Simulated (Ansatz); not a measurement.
BF3. Charge 0, multiplicity 1. Geometry PBE-D4/def2-TZVP, basis def2-TZVP, Ansatz.

| run | HOMO (eV) | LUMO (eV) |
| --- | --- | --- |
| A | -15.09 | 2.34 |
| B | -18.06 | 2.73 |
| C | -10.70 | -0.11 |
| D | -14.77 | 1.62 |
| E | -10.56 | 0.06 |
| F | -14.79 | 2.17 |

LC-ωPBE has ω = 0.4 bohr⁻¹.

Task: The runs used B97M-V, HF, LC-ωPBE, r2SCAN, ωB97M-V, ωB97X-V. Estimate which is which.

Result: A LC-ωPBE (range-separated); B HF (100 % exact exchange); C B97M-V (0 % exact exchange); D ωB97M-V (range-separated); E r2SCAN (0 % exact exchange); F ωB97X-V (range-separated). Exact exchange lowers occupied and raises empty levels; among semilocal functionals meta-GGAs tend to open the gap a little, and such runs are hard to tell apart. The gap grows from 10.59 eV (B97M-V) to 20.79 eV (HF).
